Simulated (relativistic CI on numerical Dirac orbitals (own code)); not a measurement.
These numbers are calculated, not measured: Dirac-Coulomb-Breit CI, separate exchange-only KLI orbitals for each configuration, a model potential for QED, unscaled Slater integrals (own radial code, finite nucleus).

The strongest absorption lines from the ground level of an ion, among the configurations computed and to levels below about 250 eV (vacuum wavelength in nm, gf): 5.2973 (0.39), 5.3057 (0.65), 7.3773 (0.43), 9.6383 (3), 9.6783 (4.9), 9.9838 (2.5), 10.001 (10), 10.367 (0.35).

Which ion is it?
A. I¹⁶⁺
B. Pr²²⁺
C. Cs¹⁸⁺
D. Sb¹⁴⁺

C. Cs¹⁸⁺ has 37 electrons and the ground level 4s²4p⁶4d ²D3/2; the strongest line goes to 4s²4p⁵4d² ²F°5/2. The pattern of lines fixes the number of electrons, and along that sequence the line energies rise steadily with the charge (about as its square where n changes within one kind of shell, about linearly where n is kept but much faster in heavy ions where fine structure, which grows about as Z⁴, sets the gap, and irregularly where shells cross), which fixes Z. Configurations outside the model, such as inner-shell arrays, can give stronger lines. At this charge energies of transitions that change n are usually good to better than 1 %, and those within a shell (Δn = 0) to a few per cent.

LS names give the leading component of a level, which can be under half, so a name can repeat, a term be missing and a line seem to break the LS rules.
